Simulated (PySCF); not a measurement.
AsBFH3O. Atoms are numbered in the order given.

```xyz
7

B     -0.9249     0.3422     0.3153
As     0.8919    -0.3672    -0.3369
H      1.3603    -0.6822     1.0740
H      1.5576     1.0038    -0.3446
F     -1.6537    -0.4501     1.0962
O     -1.4901     1.5099    -0.0557
H     -0.9232     2.0589    -0.6095
```

The structure is a stationary point at r2SCAN-D4/def2-SVP. The values are those of a single conformer.

The numbers are results of PBE/def2-TZVPD in PySCF, not measurements.

ESP charges are fitted to the potential on shells at 1.4 to 2.0 van der Waals radii. Atomic charges (e):

```
atom  ESP fit  meta-Löwdin
----  -------  -----------
B1       0.39         0.39
As2     -0.16        -0.03
H3       0.05         0.03
H4       0.01         0.00
F5      -0.18        -0.27
O6      -0.52        -0.47
H7       0.40         0.36
```
